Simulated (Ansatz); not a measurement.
A run for Ansatz (an electronic-structure program): U-CCSDT(Q)/cc-pVQZ on OH (SMILES [OH+]), 2S+1 = 3, a spin state set in the input, which need not be the lowest. Charge +1.

Ansatz 0.2 input:
```yaml
crystal:
  periodic: [false, false, false]
  atoms:
    - {symbol: O, position_ang: [-0.00000000, -0.00000000, -0.11562548]}
    - {symbol: H, position_ang: [0.00000000, 0.00000000, 0.92500384]}
basis:
  gaussian:
    orbitals: cc-pVQZ
total_charge: 1
magnetization: {spin_polarized: true, initial_magnetization: 2}
correlation: {method: ccsdt_q, electrons: outside_noble_gas}
scf: {omitted_lower_state_checks: [cluster_reference]}
```

The log:

```
WARN ansatz: RAYON_NUM_THREADS=2 ignored (pool sized by the plan → 2); use --threads N
Functional definition: HF
these checks for a lower state are left out or cut short: cluster_reference
integrals: 0.17 GiB planned
1012 factors; integrals over basis functions are off by at most 1.4e-7 eV
mean field: 0.17 GiB planned
mean field evaluation 1: about -2040.2837 eV, gradient 1.7e1 eV
mean field evaluation 2: about -2040.2840 eV, gradient 1.7e1 eV
mean field evaluation 4: about -2041.0878 eV, gradient 1.1e0 eV
mean field evaluation 8: about -2041.0953 eV, gradient 7.2e-4 eV
mean field -2041.09526403 eV, -75.0088674491 hartree, gradient 2.0e-6 eV, S^2 2.014640; 0 other end points of the search recorded, 0 dependent functions left out
1 core orbitals not correlated
reference -2041.09526403 eV, -75.0088674491 hartree; 4, 2 occupied and 80, 82 virtual orbitals, 1012 factors
second order -4.27590159 eV of doubles, -0.00000000 eV of singles
coupled cluster: 1.13 GiB planned
cycle   1  -4.60625724 eV  change   -3.3e-1 eV  update   3.6e-2
cycle   2  -4.83210772 eV  change   -2.3e-1 eV  update   1.5e-2
cycle   3  -4.84897415 eV  change   -1.7e-2 eV  update   6.0e-3
cycle   4  -4.83804288 eV  change    1.1e-2 eV  update   2.8e-3
cycle   5  -4.84186643 eV  change   -3.8e-3 eV  update   1.4e-3
cycle   6  -4.84365581 eV  change   -1.8e-3 eV  update   7.2e-4
cycle   7  -4.84342303 eV  change    2.3e-4 eV  update   2.4e-4
cycle   8  -4.84343535 eV  change   -1.2e-5 eV  update   1.1e-4
cycle   9  -4.84345154 eV  change   -1.6e-5 eV  update   3.6e-5
cycle  10  -4.84341738 eV  change    3.4e-5 eV  update   1.0e-5
cycle  11  -4.84342888 eV  change   -1.1e-5 eV  update   3.5e-6
cycle  12  -4.84343083 eV  change   -2.0e-6 eV  update   1.4e-6
cycle  13  -4.84343257 eV  change   -1.7e-6 eV  update   4.5e-7
cycle  14  -4.84343246 eV  change    1.1e-7 eV  update   1.8e-7
perturbative correction -0.00213747 eV, -0.0000785504 hartree
Total energy: -2045.94083395 eV, -75.1869388593 hartree
Checks for a lower state left out: cluster_reference
```

Self-consistency was reached.

Cost: around 100 core-seconds (rough).
